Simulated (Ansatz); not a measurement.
`C[Se]BCF` at its PBE0-D4/def2-TZVP geometry, where that method's forces vanish. The species carries charge 0 and has multiplicity 1.

```xyz
11

C    -0.0377   -0.4594    2.2821
Se    0.3769   -1.1645    0.5110
B    -0.0304    0.3319   -0.5892
C     0.0936    0.2070   -2.1478
F    -0.0497    1.4323   -2.7895
H     0.8264   -0.6155    2.9246
H    -0.8975   -0.9928    2.6817
H    -0.2570    0.6017    2.1945
H    -0.3919    1.3445   -0.0718
H     1.0534   -0.2215   -2.4611
H    -0.6862   -0.4637   -2.5345
```

**Question.** What forces (eV/Å) does PBE-D4/def2-TZVPP give on these atoms in the Gaussian-basis code of Ansatz? (An estimate is asked.)

**Answer.** Ansatz gave: 
```
C1  -0.019  0.041  0.107
Se2  0.104 -0.250 -0.177
B3   0.001 -0.001 -0.036
C4   0.020 -0.255  0.332
F5  -0.065  0.592 -0.326
H6   0.168 -0.032  0.137
H7  -0.170 -0.106  0.087
H8  -0.046  0.210 -0.015
H9  -0.045  0.118  0.070
H10  0.216 -0.133 -0.083
H11 -0.165 -0.183 -0.097
```
